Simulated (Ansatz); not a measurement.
```xyz
15

C    -0.410    1.277    1.271
Si   -0.481    0.542   -0.465
C     0.737    1.448   -1.585
Al   -0.098   -1.886   -0.432
N     0.066   -2.676    1.147
H    -1.153    0.815    1.926
H     0.575    1.126    1.720
H    -0.608    2.352    1.246
H    -1.855    0.799   -1.007
H     0.692    1.068   -2.608
H     1.763    1.327   -1.228
H     0.514    2.518   -1.612
H     0.028   -2.844   -1.697
H     0.217   -3.662    1.288
H     0.012   -2.204    2.035
```

The species carries charge 0 and has multiplicity 1.

List the ωB97M-V/def2-TZVPP orbital energies in eV (the Gaussian-basis code of Ansatz). (Estimate.)

Ansatz gave: Occupied: -1806.16, -1531.42, -393.74, -280.82, -280.80, -147.26, -116.06, -101.37, -101.36, -101.36, -75.72, -75.55, -75.54, -25.69, -22.42, -21.70, -16.17, -15.70, -14.55, -14.00, -13.88, -13.43, -13.41, -11.47, -11.02, -10.89, -9.88, -8.92. Lowest empty: 0.67, 1.56, 2.32, 2.88, 3.17, 3.67, 3.92, 4.10.
